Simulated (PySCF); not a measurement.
## Radial density of Sc (scandium, neutral)

UHF, [Ar] 3d1 4s2, 2D determinant. Computed with PySCF 2.14 in aug-cc-pVDZ-DK (7s6p4d2f, 59 functions), with scalar relativity by spin-free X2C-1e.

| r (bohr) | 4πr²ρ (e/bohr) | 4πr²(ρα − ρβ) |
| --- | --- | --- |
| 0.00131 | 0.1679 | 0.0000 |
| 0.00220 | 0.4306 | 0.0000 |
| 0.00370 | 1.082 | 0.0000 |
| 0.00622 | 2.619 | 0.0001 |
| 0.0105 | 5.955 | 0.0001 |
| 0.0176 | 12.11 | 0.0003 |
| 0.0296 | 20.30 | 0.0004 |
| 0.0498 | 24.88 | 0.0002 |
| 0.0838 | 20.56 | -0.0006 |
| 0.141 | 19.41 | 0.0012 |
| 0.237 | 26.41 | 0.0220 |
| 0.399 | 14.84 | 0.1225 |
| 0.671 | 7.095 | 0.3754 |
| 1.13 | 8.059 | 0.5543 |
| 1.90 | 2.076 | 0.3722 |
| 3.19 | 0.7347 | 0.1029 |
| 5.37 | 0.2551 | -0.0039 |
| 9.03 | 0.01198 | -0.0016 |
| 15.2 | 2.074e-05 | 0.0000 |

Densities and radii are taken from the X2C orbitals without a picture-change correction, which distorts them close to the nucleus.

**Question.** Where is the radial spin density 4πr²(ρα − ρβ) most negative, and why is it negative at all?

**Answer.** Around r = 5.37 bohr, down to -0.0039 e/bohr: exchange with the open shell polarises the paired shells in an unrestricted calculation.
